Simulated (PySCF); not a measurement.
Ionisation energy of Re⁺ by level of theory

Re⁺ [Xe] 4f14 5d5 6s1 (7S) → Re²⁺ [Xe] 4f14 5d5 (6S), as a difference of total energies. All numbers are calculated (PySCF 2.14, scalar relativity through the core potential, in def2-QZVPPD with the def2 core potential (60 electrons) (7s6p4d4f2g, 91 functions)). Correlated levels: valence: 5s2 5p6 frozen; valence and next inner shell: nothing frozen outside the core potential. The calculations carry no spin-orbit coupling.

Order these methods by the ionisation energy they give, lowest first.
A. r2SCAN0
B. LDA
C. MP2 (valence)
D. HSE06

C (16.288 eV), D (16.788 eV), A (16.900 eV), B (17.321 eV).

Errors of the correlated levels include the incompleteness of this basis and the frozen core.

For comparison: 16.6 ± 0.5 eV (semi-empirical (NIST evaluation); NIST Atomic Spectra Database, ionization energies).
